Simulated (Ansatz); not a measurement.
Sn(NH2)2 (SnN₂H₄). Total charge 0; singlet. Geometry PBE0-D4/def2-TZVP.

```xyz
7

Sn    0.1096   -0.0406    1.3873
N    -1.1312    0.9440    0.1354
H    -1.8681    1.5475    0.4624
H    -1.1206    0.8932   -0.8717
N     1.1390   -0.9392   -0.0992
H     1.9045   -1.5702    0.0731
H     0.9668   -0.8347   -1.0872
```

In the def2 sets Sn takes a core potential; there is no spin–orbit coupling. HSE06 is defined as in plane-wave codes, on full-range PBE exchange.

Estimate the orbital energies around the gap (eV) in Ansatz with HF/def2-TZVP, r2SCANh-D4/def2-TZVP, PBE0-D4/def2-TZVP, HSE06-D4/def2-TZVP, CAM-B3LYP-D4/def2-TZVP.


| orbital | HF/def2-TZVP | r2SCANh-D4/def2-TZVP | PBE0-D4/def2-TZVP | HSE06-D4/def2-TZVP | CAM-B3LYP-D4/def2-TZVP |
| --- | --- | --- | --- | --- | --- |
| HOMO−13 | -35.43 | -26.69 | -27.73 | -27.32 | -29.21 |
| HOMO−12 | -35.40 | -26.64 | -27.67 | -27.26 | -29.16 |
| HOMO−11 | -35.27 | -26.53 | -27.58 | -27.17 | -29.06 |
| HOMO−10 | -35.14 | -26.44 | -27.49 | -27.07 | -28.96 |
| HOMO−9 | -34.94 | -26.31 | -27.36 | -26.94 | -28.83 |
| HOMO−8 | -29.85 | -22.23 | -22.87 | -22.45 | -24.39 |
| HOMO−7 | -29.20 | -21.72 | -22.34 | -21.92 | -23.83 |
| HOMO−6 | -17.33 | -12.68 | -13.33 | -12.91 | -14.90 |
| HOMO−5 | -17.09 | -12.58 | -13.20 | -12.78 | -14.69 |
| HOMO−4 | -16.86 | -12.24 | -12.85 | -12.44 | -14.30 |
| HOMO−3 | -13.52 | -9.35 | -9.92 | -9.52 | -11.28 |
| HOMO−2 | -10.92 | -6.96 | -7.52 | -7.11 | -8.96 |
| HOMO−1 | -9.97 | -6.51 | -6.89 | -6.50 | -8.18 |
| HOMO | -9.10 | -6.06 | -6.61 | -6.21 | -8.00 |
| LUMO | 1.39 | -1.42 | -1.11 | -1.47 | -0.22 |
| LUMO+1 | 2.33 | 0.07 | 0.11 | -0.24 | 0.88 |
| LUMO+2 | 3.11 | 0.89 | 0.78 | 0.42 | 1.53 |
| LUMO+3 | 4.37 | 2.44 | 2.10 | 1.75 | 2.78 |
| LUMO+4 | 5.40 | 3.11 | 2.81 | 2.44 | 3.60 |
| LUMO+5 | 5.44 | 3.31 | 3.08 | 2.71 | 3.90 |
